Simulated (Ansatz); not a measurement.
## CuHO, singlet: CASSCF and its corrections

Computed with Ansatz's Gaussian-basis code (development build). Basis def2-SVP, nonrelativistic, 6 orbitals frozen in the corrections. State-specific CASSCF; RHF is the lowest restricted (open-shell) Hartree–Fock solution met. Small basis; these aren't basis-limit values. No symmetry is imposed, so a solution can break that of the shape. The lowest solution met needn't be the lowest there is, nor hold the orbitals that a chemist would pick.

Geometry. A bond is stretched, to 1.34 times the sum of the covalent radii.

```
atom   x (Å)   y (Å)    z (Å)
  Cu  0.0000  1.5220   2.1736
   O  0.0000  0.0000   0.0000
   H  0.0000  0.5460  -0.7798
```

What do CASSCF and its corrections give against RHF in CAS(18,10), and what are the occupations?

CASSCF -1.190 eV, SC-NEVPT2 -13.668 eV; occupations 2.00, 2.00, 2.00, 2.00, 2.00, 2.00, 2.00, 2.00, 1.70, 0.30.
